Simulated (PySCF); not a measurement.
A structure optimised at ωB97X-D3(BJ)/def2-SVP, used in a PySCF frequency run:

```xyz
12

C      1.6228     0.3011    -2.4307
Si     0.4204    -0.7079    -1.3897
Si     0.1840     0.2601     0.7063
O     -0.1839     1.8605     0.4337
Cl    -1.3743    -0.6872     1.7072
H      1.6941    -0.0946    -3.4558
H      1.2821     1.3470    -2.4830
H      2.6311     0.2910    -1.9876
H      0.8959    -2.1138    -1.2154
H     -0.9348    -0.7442    -2.0151
H      1.3617     0.1436     1.6141
H     -0.2939     2.4320     1.2017
```

Q: Write its SMILES and formula.

A: C[SiH2][Si@@H](O)Cl, CH₇ClOSi₂

Q: What are its rotational constants (standard atomic weights)?

A: 4.0392, 1.2931, 1.0514 GHz
